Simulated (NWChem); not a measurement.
System: GeS, singlet; SMILES [S]=[Ge]

```xyz
2

Ge     0.0000     0.0000    -0.6698
S      0.0000     0.0000     1.3482
```
Atoms are numbered in this order, from 1.

Results from NWChem. Low-valent species are run as closed-shell singlets; no triplet was tried in these runs. All runs use the structure optimised with PBE0/def2-SVP. GIAO values for the isolated, static molecule; σ is the absolute isotropic shielding.

For level PBE/x2c-SVPall-s, scalar ZORA without spin-orbit coupling:

| Property | Value |
|---|---|
| σ Ge1 (ppm) | 390.3 |
| σ S2 (ppm) | -236.7 |

**Question.** What are these values for level PBE0/x2c-TZVPall-s, scalar ZORA without spin-orbit coupling?

**Answer.** 
* **σ Ge1 (ppm)**: 253.4
* **σ S2 (ppm)**: -253.9
